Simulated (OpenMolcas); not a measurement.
Ta4+ (d1) among equal point charges was computed by CASSCF with the d shell active (OpenMolcas, ANO-RCC-VDZP on the metal). Its lowest spin-free states, and all those of the highest spin:

```json
{"2S+1": "2", "Degeneracy": "2", "E (cm-1)": "0.0"}
{"2S+1": "2", "Degeneracy": "3", "E (cm-1)": "8339"}
```

Is the site octahedral, tetrahedral or cube-like, axial, or of lower symmetry?

The states with 2S+1 = 2 have orbital degeneracies 2, 3. Threefold states need a cubic site. For d1 at this spin an octahedron puts the threefold T2 below the twofold E and a tetrahedron or cube puts the twofold E below the threefold T2, so the site is a tetrahedron or a cube, which this pattern cannot tell apart. The first gap at this spin, 8340 cm-1, is |10Dq| in ligand-field theory. The run had Ta4+ among 8 point charges of -0.96 e arranged as a cube (Oh), 2.04 Å from the ion.

An orbital doublet at a regular site is open to a Jahn-Teller distortion, which this geometry leaves out. This is an electrostatic model: the charges have no orbitals. No measured value stands beside these numbers.
